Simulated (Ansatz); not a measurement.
Ansatz (a program for electronic structure) input (B3LYP-D3(BJ)/def2-TZVP):

Ansatz 0.2 input:
```yaml
crystal:
  periodic: [false, false, false]
  atoms:
    - {symbol: B, position_ang: [-0.44183902, -0.37107242, -0.01865142]}
    - {symbol: F, position_ang: [-1.05454201, 0.78718343, 0.00276741]}
    - {symbol: Br, position_ang: [1.43582578, -0.37770585, 0.01796902]}
basis:
  gaussian:
    orbitals: def2-TZVP
hamiltonian:
  xc: b3lyp
  dispersion: d3bj
magnetization: {spin_polarized: true, initial_magnetization: 1}
relax: {f_tol: 0.002, max_steps: 150}
```

Output:

```
Functional definition: B3LYP
integrals: 0.03 GiB planned
738 factors; their error is unknown
mean field: 0.49 GiB planned
mean field evaluation 1: about -73440.3106 eV, gradient 2.1e1 eV
mean field evaluation 2: about -73437.8145 eV, gradient 3.7e1 eV
mean field evaluation 4: about -73441.6572 eV, gradient 1.2e0 eV
mean field evaluation 8: about -73442.0229 eV, gradient 2.4e-1 eV
mean field evaluation 16: about -73442.0230 eV, gradient 2.3e-5 eV
mean field -73442.02303572 eV, -2698.9445657717 hartree, gradient 2.3e-5 eV, S^2 0.752363; 0 other end points of the search recorded, 0 dependent functions left out
the calculation of the forces begins
reference -73442.02322554 eV, -2698.9445727474 hartree; 25, 24 occupied and 85, 86 virtual orbitals, 738 factors
relax step   1: F+E_penalty+E_count = -73442.10796671 eV  Δ(F+E_penalty+E_count) = +0.000e0 eV  max|allowed force component| = 8.257e-1 eV/Å  Δτ_max = 0.0000 Å  (30 SCF iters, accepted)
these checks for a lower state are left out or cut short: starts, cluster_reference, orbital_swaps, neighbouring_geometries, increment
integrals: 0.03 GiB planned
738 factors; their error is unknown
mean field: 0.49 GiB planned
mean field -73442.05961976 eV, -2698.9459102102 hartree, gradient 2.6e-5 eV, S^2 0.752448; 0 other end points of the search recorded, 0 dependent functions left out
the calculation of the forces begins
reference -73442.05981073 eV, -2698.9459172281 hartree; 25, 24 occupied and 85, 86 virtual orbitals, 738 factors
relax step   2: F+E_penalty+E_count = -73442.14389421 eV  Δ(F+E_penalty+E_count) = -3.593e-2 eV  max|allowed force component| = 4.163e-1 eV/Å  Δτ_max = 0.0463 Å  (33 SCF iters, accepted)
these checks for a lower state are left out or cut short: starts, cluster_reference, orbital_swaps, neighbouring_geometries, increment
integrals: 0.03 GiB planned
738 factors; their error is unknown
mean field: 0.49 GiB planned
mean field evaluation 32: about -73442.0631 eV, gradient 1.2e-5 eV
mean field -73442.06309610 eV, -2698.9460379635 hartree, gradient 1.2e-5 eV, S^2 0.752481; 0 other end points of the search recorded, 0 dependent functions left out
the calculation of the forces begins
reference -73442.06328736 eV, -2698.9460449922 hartree; 25, 24 occupied and 85, 86 virtual orbitals, 738 factors
relax step   3: F+E_penalty+E_count = -73442.14726180 eV  Δ(F+E_penalty+E_count) = -3.368e-3 eV  max|allowed force component| = 1.726e-1 eV/Å  Δτ_max = 0.0087 Å  (35 SCF iters, accepted)
these checks for a lower state are left out or cut short: starts, cluster_reference, orbital_swaps, neighbouring_geometries, increment
integrals: 0.03 GiB planned
738 factors; their error is unknown
mean field: 0.49 GiB planned
mean field -73442.06372377 eV, -2698.9460610297 hartree, gradient 1.2e-5 eV, S^2 0.752492; 0 other end points of the search recorded, 0 dependent functions left out
the calculation of the forces begins
reference -73442.06391513 eV, -2698.9460680623 hartree; 25, 24 occupied and 85, 86 virtual orbitals, 738 factors
relax step   4: F+E_penalty+E_count = -73442.14789502 eV  Δ(F+E_penalty+E_count) = -6.332e-4 eV  max|allowed force component| = 9.552e-3 eV/Å  Δτ_max = 0.0036 Å  (35 SCF iters, accepted)
these checks for a lower state are left out or cut short: starts, cluster_reference, orbital_swaps, neighbouring_geometries, increment
integrals: 0.03 GiB planned
738 factors; their error is unknown
mean field: 0.49 GiB planned
mean field -73442.06372652 eV, -2698.9460611310 hartree, gradient 1.2e-5 eV, S^2 0.752493; 0 other end points of the search recorded, 0 dependent functions left out
the calculation of the forces begins
reference -73442.06391788 eV, -2698.9460681631 hartree; 25, 24 occupied and 85, 86 virtual orbitals, 738 factors
relax step   5: F+E_penalty+E_count = -73442.14789718 eV  Δ(F+E_penalty+E_count) = -2.160e-6 eV  max|allowed force component| = 2.643e-4 eV/Å  Δτ_max = 0.0003 Å  (35 SCF iters, accepted)
integrals: 0.03 GiB planned
738 factors; their error is unknown
mean field: 0.49 GiB planned
mean field evaluation 64: about -73442.0636 eV, gradient 2.4e-1 eV
mean field -73442.06372652 eV, -2698.9460611310 hartree, gradient 1.2e-5 eV, S^2 0.752493; 1 other end points of the search recorded, 0 dependent functions left out
the calculation of the forces begins
reference -73442.06391788 eV, -2698.9460681631 hartree; 25, 24 occupied and 85, 86 virtual orbitals, 738 factors
Total energy: -73442.14808853 eV, -2698.9491613777 hartree
Atom 0 at    -0.437593    -0.334213    -0.017504 Å, force     0.000034     0.000229     0.000007 eV/Å
Atom 1 at    -1.103144     0.781812     0.001660 Å, force     0.000203    -0.000264    -0.000004 eV/Å
Atom 2 at     1.480182    -0.409194     0.017930 Å, force    -0.000237     0.000036    -0.000004 eV/Å
Dipole moment:     0.011633    -0.009435    -0.000044 e Å
```

It need not be the lowest isomer of its formula.
